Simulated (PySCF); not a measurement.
How methods differ on the ionisation energy of Zr²⁺

Zr²⁺ [Kr] 4d2 (3F) → Zr³⁺ [Kr] 4d1 (2D), as a difference of total energies. Calculation: PySCF 2.14, in x2c-TZVPall (8s6p6d1f, 63 functions); scalar relativity by spin-free X2C-1e. Correlated levels: valence: [Kr] frozen. The calculations carry no spin-orbit coupling.

| method | ionisation energy (eV) | difference from reference (eV) |
| --- | --- | --- |
| UHF | 22.373 | -0.797 |
| B3LYP | 23.421 | +0.251 |
| TPSS | 23.410 | +0.240 |
| MP2 (valence) | 22.450 | -0.720 |
| SCS-MP2 (valence) | 22.399 | -0.771 |

Reference: 23.170 eV (semi-empirical (NIST evaluation); NIST Atomic Spectra Database, ionization energies).

The reference lies between the lowest fine-structure levels, while these numbers refer to the centres of the terms.

Errors of the correlated levels include the incompleteness of this basis and the frozen core.
